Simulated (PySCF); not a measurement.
CHCl2, multiplicity 2. Atoms are numbered in the order given.

```xyz
4

Cl    -0.0084     0.1706    -1.4677
C      0.0874    -0.6812     0.0000
Cl    -0.0084     0.1706     1.4677
H     -0.2374    -1.7117     0.0000
```
Charge 0, spin multiplicity 2.

Coordinates come from a r2SCAN-D4/def2-TZVP optimisation. The isomer is the one that the SMILES or the coordinates give; other isomers of the formula were not compared.

Method: PBE/def2-TZVPD in PySCF.

Mulliken values depend strongly on the basis, most of all with diffuse functions as here. ESP charges are fitted to the potential on shells at 1.4 to 2.0 van der Waals radii. Atomic charges (e):

| atom | ESP fit | meta-Löwdin | Mulliken spin |
|---|---|---|---|
| Cl1 | 0.02 | 0.04 | 0.11 |
| C2 | -0.25 | -0.23 | 0.77 |
| Cl3 | 0.02 | 0.04 | 0.11 |
| H4 | 0.21 | 0.15 | 0.01 |
